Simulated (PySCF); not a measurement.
C7H18BNO.
Structure used (PBE0-D3(BJ)/def2-SVP), in Å, numbered top down from 1:
```xyz
28
C7H18BNO angstrom
C      3.9510   -0.8195   -0.5437
C      3.1544   -0.3056    0.6374
O      1.8357   -0.8015    0.6693
C      0.9335   -0.2405   -0.2250
C      0.4123   -1.1874   -1.2972
C     -0.9435   -0.6260   -1.7646
B     -1.2663    0.6256   -0.7629
N     -0.2758    0.2564    0.5010
C      0.0444    1.4150    1.3379
C     -0.8713   -0.8033    1.3331
H      3.5311   -0.4673   -1.4984
H      4.9934   -0.4704   -0.4869
H      3.9519   -1.9198   -0.5561
H      3.6168   -0.6312    1.5819
H      3.1449    0.8022    0.6457
H      1.3602    0.6636   -0.6947
H      1.1660   -1.2726   -2.0949
H      0.3341   -2.1918   -0.8502
H     -1.7113   -1.4161   -1.7394
H     -0.8928   -0.2872   -2.8100
H     -2.4016    0.7257   -0.3119
H     -0.8374    1.7015   -1.1793
H      0.4859    2.1979    0.7091
H      0.7440    1.1294    2.1387
H     -0.8834    1.8045    1.7765
H     -0.1328   -1.1790    2.0552
H     -1.2157   -1.6244    0.6950
H     -1.7409   -0.3839    1.8526
```

NICS = −σ at a ghost point: NICS(0) at the centroid of the ring atoms, NICS(1) 1 Å to either side along the normal of their mean plane, zz for the tensor component along that normal. Level: GIAO PBE0/pcSseg-1 (PySCF, non-relativistic, gas phase) on the PBE0-D3(BJ)/def2-SVP geometry, one conformer.

Ring bond lengths (Å), with Mayer bond orders in brackets: C4–C5 1.522 (1.03), C5–C6 1.540 (1.02), C6–B7 1.635 (0.91), B7–N8 1.648 (0.58), N8–C4 1.495 (0.85).

Problem. Give the NICS values of each ring in ppm.

Solution. 
| ring | type | NICS(0) | NICS(1), two faces | NICS(1)zz, two faces | rms pucker (Å) | centre to ring atoms, mean (Å) |
| --- | --- | --- | --- | --- | --- | --- |
| C4–C5–C6–B7–N8 | 5-membered ring with B and N; formal bonds all single | -6.3 | -4.2 / -3.4 | -4.3 / -1.9 | 0.20 | 1.31 |

Problem. What do they say, and how far can they be read as aromaticity?

Solution. 
- C4–C5–C6–B7–N8: mean NICS(1)zz -3.1 ppm, shielded. C4, C5, C6, B7, N8 have four or more neighbours; no verdict on aromaticity is drawn.

Problem. List the ring angles and the Hirshfeld charges of the ring atoms.

Solution. 
- C4–C5–C6–B7–N8: C4 105.8° (+0.101 e), C5 106.8° (-0.081 e), C6 105.5° (-0.153 e), B7 100.4° (-0.038 e), N8 100.8° (+0.033 e); sum 519.2° against 540° for a flat convex ring.

Problem. How do the values depend on the level or the medium?

Solution. 
| level | NICS(0), C4–C5–C6–B7–N8 | mean NICS(1)zz, C4–C5–C6–B7–N8 |
| --- | --- | --- |
| PBE0/pcSseg-1, gas | -6.3 | -3.1 |
| WP04/pcSseg-1, gas | -5.7 | -2.6 |

The geometry is the same throughout.
